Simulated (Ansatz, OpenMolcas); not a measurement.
# A correction line for B3LYP/6-31G* (spherical functions): atomisation enthalpy at 298 K

The atomisation enthalpy at 298 K in kJ/mol of 7 molecular compounds of B: x at B3LYP/6-31G* (spherical functions), y from tabulated heats of molecules and atoms (NIST-JANAF tables). Shapes, held fixed at every level: PBE0-D4/def2-TZVP. Computed values hold a harmonic thermal term (PBE0-D4/def2-TZVP) and the atoms' spin-orbit lowering. Programs: OpenMolcas 26.06.

```
                       molecule  x (kJ/mol)  y (kJ/mol)
   BBrCl2 (bromodichloroborane)        1218        1262
    BBr2F (dibromofluoroborane)        1361        1388
   BCl2F (dichlorofluoroborane)        1511        1537
         BBrF2 (SMILES FB(F)Br)        1655           ?
   BClF2 (chlorodifluoroborane)        1730        1736
        BF3 (boron trifluoride)        1949        1944
B(OH)F2 (difluorohydroxyborane)        2265        2280
```

Fit y = c + s·x to the known rows and predict y for BBrF2.


1. Means of the 6 rows: x = 1672.33, y = 1691.2.
2. Σ(Δx)² = 760499, Σ(Δx·Δy) = 735761, so the slope is 735761/760499 = 0.96747.
3. Intercept: 1691.2 − (0.96747) × 1672.33 = 73.3. The largest residual of the fit is 15.
4. BBrF2: 73.3 + 0.96747 × 1655 = 1674 kJ/mol.

The tabulated heats give 1661 kJ/mol, so the prediction is off by +13 kJ/mol, within the largest residual. Uncorrected, B3LYP/6-31G* (spherical functions) misses BBrF2 by -6 kJ/mol, and the other rows by 20 on average. With references in doubt, neither the misses nor the line can be laid on the level alone. Left out in turn, the other rows are missed by 16 kJ/mol on average, hardly better than no correction. The tabulated values of BBrCl2, BBr2F, BCl2F, BBrF2, BClF2, B(OH)F2 are in doubt (older tables, estimates, or at odds with other calculations) and kept here. Relativity is left out for Br.
